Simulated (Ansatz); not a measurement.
One geometry of Sc2B2, several levels of theory.

```yaml
crystal:
  periodic: [false, false, false]
  atoms:
    - {symbol: Sc, position_ang: [-0.364635, 1.495071, 0.369466]}
    - {symbol: Sc, position_ang: [0.702257, -0.934036, 1.067464]}
    - {symbol: B, position_ang: [0.525462, -0.048629, -0.972100]}
    - {symbol: B, position_ang: [-0.863093, -0.512396, -0.464830]}
basis:
  gaussian: {orbitals: def2-TZVP, initial_orbitals: start.molden}
hamiltonian: {xc: pbe, dispersion: d4}
scf: {omitted_lower_state_checks: [starts]}
output: {forces: true, orbitals: {seedname: orbitals}}
```

The file start.molden holds the orbitals of an earlier run on this structure, at another level or in another basis.

```sh
$ ansatz run in.yaml --threads 2 --pin off --events-out ev --progress --plain --max-ram 4352MiB
```

It prints (some lines left out):

```
Functional definition: PBE
1234 factors; their error is unknown
mean field evaluation 1: about -42733.5295 eV, gradient 8.8e0 eV
mean field evaluation 2: about -42733.6974 eV, gradient 2.5e-1 eV
mean field evaluation 4: about -42733.6268 eV, gradient 1.2e-1 eV
mean field evaluation 8: about -42733.6268 eV, gradient 2.6e-5 eV
mean field -42733.62681166 eV, -1570.4318194358 hartree, gradient 2.6e-5 eV, S^2 0.000000; 0 other end points of the search recorded, 0 dependent functions left out
reference -42733.62684811 eV, -1570.4318207755 hartree; 26, 26 occupied and 126, 126 virtual orbitals, 1234 factors
Total energy: -42733.74488925 eV, -1570.4361587072 hartree
Atom 0 at    -0.364635     1.495071     0.369466 Å, force    -0.068421     0.148461    -0.051890 eV/Å
Atom 1 at     0.702257    -0.934036     1.067464 Å, force     0.063481    -0.154272     0.033515 eV/Å
Atom 2 at     0.525462    -0.048629    -0.972100 Å, force    -0.134762    -0.042583     0.059019 eV/Å
Atom 3 at    -0.863093    -0.512396    -0.464830 Å, force     0.139702     0.048394    -0.040644 eV/Å
Dipole moment:     0.198024     0.329215     0.842895 e Å
Checks for a lower state left out: starts
```

It took 3.2 s on 2 threads of Arm Neoverse V2 on a shared host.

The first input with `hamiltonian: {xc: r2scan, dispersion: d4}`, `output: {orbitals: {seedname: orbitals}}` (abridged; 6 s):

```
Functional definition: r2SCAN
mean field -42744.44695515 eV, -1570.8294523750 hartree, gradient 1.3e-5 eV, S^2 0.000000
Total energy: -42744.46797371 eV, -1570.8302247927 hartree
Checks for a lower state left out: starts
```

The first input with `hamiltonian: {xc: hf}`, `output: {orbitals: {seedname: orbitals}}` (abridged; 4.7 s):

```
Functional definition: HF
mean field -42684.77608617 eV, -1568.6365883863 hartree, gradient 6.6e-5 eV, S^2 0.000000
Total energy: -42684.77608617 eV, -1568.6365883863 hartree
Checks for a lower state left out: starts
```

The first input with `hamiltonian: {xc: {name: wB97M-V}}`, `output: {orbitals: {seedname: orbitals}}` (abridged; 44 s):

```
Functional definition: wB97M-V
mean field -42743.32438546 eV, -1570.7881986998 hartree, gradient 1.8e-5 eV, S^2 0.000000
Total energy: -42743.32443107 eV, -1570.7882003761 hartree
Checks for a lower state left out: starts
```

First input, but with `gaussian: {orbitals: def2-TZVPD, initial_orbitals: start.molden}`, `output: {orbitals: {seedname: orbitals}}` (abridged; 3.2 s):

```
Functional definition: PBE
mean field -42733.64785933 eV, -1570.4325929236 hartree, gradient 3.1e-5 eV, S^2 0.000000
Total energy: -42733.76593894 eV, -1570.4369322690 hartree
Checks for a lower state left out: starts
```

The first input with `hamiltonian: {xc: pbe0, dispersion: d4}`, `output: {orbitals: {seedname: orbitals}}` (abridged; 3.6 s):

```
Functional definition: PBE0
mean field -42734.63575326 eV, -1570.4688973559 hartree, gradient 2.6e-5 eV, S^2 0.000000
Total energy: -42734.73457429 eV, -1570.4725289618 hartree
Checks for a lower state left out: starts
```

As the first input, with `gaussian: {orbitals: def2-TZVPP, initial_orbitals: start.molden}`, `correlation: {method: ccsd_t}`, `output: {orbitals: {seedname: orbitals}}` and without the key `hamiltonian` (abridged; 89 s):

```
Functional definition: HF
mean field evaluation 16: about -42670.8534 eV, gradient 3.1e1 eV
mean field evaluation 32: about -42677.2824 eV, gradient 1.8e1 eV
mean field evaluation 64: about -42677.5194 eV, gradient 6.3e0 eV
mean field evaluation 96: about -42682.8945 eV, gradient 1.5e-1 eV
mean field evaluation 128: about -42677.7903 eV, gradient 1.2e1 eV
mean field evaluation 160: about -42680.1650 eV, gradient 9.0e0 eV
mean field evaluation 192: about -42682.7405 eV, gradient 3.8e-1 eV
mean field -42684.84803666 eV, -1568.6392325182 hartree, gradient 2.3e-6 eV, S^2 0.000000; 1 other end points of the search recorded, 0 dependent functions left out; unrestricted orbitals would lower it
determinant -42684.84803666 eV, -1568.6392325182 hartree, with singles and doubles -42707.75365130 eV, -1569.4809983300 hartree
determinant -42682.89567334 eV, -1568.5674844893 hartree, with singles and doubles -42705.90471152 eV, -1569.4130510464 hartree
12 core orbitals not correlated: weight in the atoms' cores, before any rotation towards them, 1.000 or more for the frozen orbitals, at most 0.000 for the correlated occupied ones
second order -23.11324693 eV of doubles, -0.00000000 eV of singles
cycle   1  -22.68223956 eV  change   -6.7e-1 eV  update   5.1e-2
[...]
cycle   8  -22.79492416 eV  change   -3.3e-3 eV  update   3.4e-3
cycle   9  -22.79460393 eV  change    3.2e-4 eV  update   2.0e-3
cycle  10  -22.79309002 eV  change    1.5e-3 eV  update   1.1e-3
cycle  11  -22.79306557 eV  change    2.4e-5 eV  update   6.6e-4
cycle  12  -22.79330084 eV  change   -2.4e-4 eV  update   4.1e-4
cycle  13  -22.79308716 eV  change    2.1e-4 eV  update   2.3e-4
cycle  14  -22.79318091 eV  change   -9.4e-5 eV  update   1.5e-4
cycle  15  -22.79320537 eV  change   -2.4e-5 eV  update   8.4e-5
cycle  16  -22.79317049 eV  change    3.5e-5 eV  update   4.6e-5
cycle  17  -22.79314994 eV  change    2.1e-5 eV  update   3.1e-5
cycle  18  -22.79319362 eV  change   -4.4e-5 eV  update   1.6e-5
cycle  19  -22.79317130 eV  change    2.2e-5 eV  update   1.3e-5
perturbative correction -2.14148970 eV, -0.0786982949 hartree
Total energy: -42709.78269766 eV, -1569.5555644087 hartree
Checks for a lower state left out: starts
```

Geometry: r2SCAN-D4/def2-SVP.

Correlated methods freeze 12 core orbitals; core or outer-core shells of Sc are correlated, in sets that lack core-valence functions. At PBE-D4/def2-TZVP, r2SCAN-D4/def2-TZVP, HF/def2-TZVP, PBE0-D4/def2-TZVP and others the restricted singlet (for correlated methods, its reference) is unstable: a solution with broken spin symmetry lies lower. The restricted singlet is unstable towards broken spin symmetry at other levels; at ωB97M-V/def2-TZVP, PBE-D4/def2-TZVPD this wasn't settled. At CCSD(T)/def2-TZVPP T1 of the charge 0 singlet is large (up to 0.062), so the single-reference result is doubtful. The structure comes from a short search, and lower isomers may exist.
